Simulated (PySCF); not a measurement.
# Two-component Hartree-Fock for Cr⁶⁺ (chromium, charge +6)

Start: [Ar]. Calculated with PySCF 2.14 in an even-tempered Gaussian basis (20 s from 0.071 bohr⁻², ratio 2.6; 14 p from 0.093 bohr⁻², ratio 2.6; 7 d from 0.095 bohr⁻², ratio 2.8; 3 f from 4.9 bohr⁻², ratio 2.8): generalised Hartree-Fock with the X2C-1e Hamiltonian and a Gaussian nucleus; spin-orbit coupling (SO) screened by Boettger's factors.

| spinor shell | electrons | ε, screened SO (eV) | weight of nominal j (screened SO) | rms radius, screened SO (bohr) |
| --- | --- | --- | --- | --- |
| 1s1/2 | 2 | -6158.1 | 1.000 | 0.0734 |
| 2s1/2 | 2 | -843.02 | 1.000 | 0.316 |
| 2p1/2 | 2 | -729.89 | 1.000 | 0.285 |
| 3s1/2 | 2 | -198.18 | 1.000 | 0.903 |
| 3p1/2 | 2 | -161.43 | 1.000 | 0.938 |
| 3p3/2 | 4 | -160.11 | 1.000 | 0.945 |

(1) Where does 2p3/2 lie, and what is the 2p spin-orbit splitting (screened SO)?

```json
{"quantity": "E (hartree)", "screened SO": "-1040.21869"}
{"quantity": "M_J", "screened SO": "0"}
{"quantity": "⟨J²⟩", "screened SO": "0.000"}
{"quantity": "⟨L²⟩", "screened SO": "0.001"}
{"quantity": "⟨S²⟩", "screened SO": "0.001"}
```

Results:

(1) At -720.97 eV, 8.924 eV above 2p1/2.
